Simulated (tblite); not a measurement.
C7H14BNO.
Bonds: C1–C2 (double), C2–C3, C2–C4, C4–O5, O5–B6, B6–N7, N7–C8 (triple), C8–C9, C9–C10. Hydrogens: H11, H12 on C1; H13, H14, H15 on C3; H16, H17 on C4; H18, H19 on B6; H20, H21 on C9; H22, H23, H24 on C10.
Bond orders are those of one Lewis drawing.

Computed with GFN2-xTB (tblite), gas phase: L-BFGS steps from a force-field or distance-geometry start until the largest atomic force falls under 0.01 eV/Å.

At the end of the run (lengths in Å): B6–N7 1.576, O5–B6 1.433, C8–C9 1.435, C1=C2 1.323, C3–H14 1.088, C10–H22 1.087, C2–C4 1.509, B6–N7–C8 153.6°, C4–O5–B6 118.7°, C3–C2–C4 114.5°, C1–C2–C3 123.3°, C1–C2–C4–O5 -125°, C2–C4–O5–B6 -173°, C4–O5–B6–N7 -77°, H18–B6–N7–C8 129°, H22–C10–C9–C8 59°.

**Question.** These geometries were met on the way; a selection of coordinates is given. Order them by energy above the end point, lowest first.
A. B6–N7 1.508, O5–B6 1.471, C8–C9 1.468, C1=C2 1.355, C3–H14 1.120, C10–H22 1.119, C2–C4 1.478, B6–N7–C8 179.3°, C4–O5–B6 105.4°, C3–C2–C4 124.2°, C1–C2–C3 115.5°, C1–C2–C4–O5 -119°, C2–C4–O5–B6 180°, C4–O5–B6–N7 -114°, H18–B6–N7–C8 26°, H22–C10–C9–C8 5°
B. B6–N7 1.515, O5–B6 1.462, C8–C9 1.436, C1=C2 1.330, C3–H14 1.092, C10–H22 1.089, C2–C4 1.512, B6–N7–C8 176.7°, C4–O5–B6 113.1°, C3–C2–C4 118.8°, C1–C2–C3 121.2°, C1–C2–C4–O5 -122°, C2–C4–O5–B6 178°, C4–O5–B6–N7 -112°, H18–B6–N7–C8 80°, H22–C10–C9–C8 5°
C. B6–N7 1.575, O5–B6 1.429, C8–C9 1.435, C1=C2 1.323, C3–H14 1.090, C10–H22 1.087, C2–C4 1.509, B6–N7–C8 169.2°, C4–O5–B6 119.0°, C3–C2–C4 114.9°, C1–C2–C3 122.9°, C1–C2–C4–O5 -125°, C2–C4–O5–B6 171°, C4–O5–B6–N7 -96°, H18–B6–N7–C8 0°, H22–C10–C9–C8 12°
D. B6–N7 1.547, O5–B6 1.454, C8–C9 1.442, C1=C2 1.328, C3–H14 1.085, C10–H22 1.086, C2–C4 1.495, B6–N7–C8 176.9°, C4–O5–B6 107.9°, C3–C2–C4 120.9°, C1–C2–C3 118.2°, C1–C2–C4–O5 -119°, C2–C4–O5–B6 179°, C4–O5–B6–N7 -113°, H18–B6–N7–C8 75°, H22–C10–C9–C8 5°
E. B6–N7 1.564, O5–B6 1.431, C8–C9 1.439, C1=C2 1.323, C3–H14 1.088, C10–H22 1.087, C2–C4 1.508, B6–N7–C8 172.0°, C4–O5–B6 117.6°, C3–C2–C4 114.4°, C1–C2–C3 124.0°, C1–C2–C4–O5 -138°, C2–C4–O5–B6 177°, C4–O5–B6–N7 -83°, H18–B6–N7–C8 15°, H22–C10–C9–C8 39°

**Answer.** E (0.122 eV), C (0.198 eV), B (0.322 eV), D (0.538 eV), A (0.918 eV).

```csv
step,E above end (eV),"rms distance from the end, all atoms (Å)",largest force (eV/Å),rms shift of all bonds from the end (Å)
57,0.122,0.863,0.116,0.004
31,0.198,0.958,0.136,0.004
10,0.322,0.995,0.272,0.015
4,0.538,0.999,0.688,0.009
0,0.918,1.004,3.034,0.026
```

Rows stand in the order of the answer.
